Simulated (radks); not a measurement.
Task: Species: Hg3+. Configuration: [Xe] 4f14 5d9 (the NIST ground configuration). Method: non-relativistic Kohn-Sham, BLYP, spin-polarised, spherical densities, point nucleus; open shells are filled with parallel spins first (spin-orbit coupling, left out, can overturn this in heavy ions); relativity is left out, which matters for an element this heavy; computed with a radial shooting solver on a logarithmic mesh with Libxc functionals. Some entries of the table are withheld. Estimate them.

orbital,occ.,eigenvalue (hartree),<1/r> (bohr^-1)
1s up,1,-2758.396,79.45
1s down,1,-2758.396,79.45
2s up,1,-462.7903,18.71
2s down,1,-462.7867,18.71
2p up,3,-445.2398,18.75
2p down,3,-445.2370,18.75
3s up,1,-109.8755,7.258
3s down,1,-109.8740,7.258
3p up,3,-101.5720,7.215
3p down,3,-101.5705,7.215
3d up,5,-86.07090,7.148
3d down,5,-86.06843,7.148
4s up,1,-24.47168,3.181
4s down,1,-24.46885,3.181
4p up,3,-20.86908,3.095
4p down,3,-20.86606,3.094
4d up,5,-14.23476,2.915
4d down,5,-14.23112,2.915
4f up,7,-5.31038,2.580
4f down,7,-5.30577,2.581
5s up,1,-4.62691,1.334
5s down,1,-4.60333,1.335
5p up,3,-3.45791,1.225
5p down,3,-3.43304,1.226
5d up,5,-1.60583,(1)
5d down,4,-1.58085,(2)

Result: 
(1) 5d up <1/r> (bohr^-1): 0.9500
(2) 5d down <1/r> (bohr^-1): 0.9485
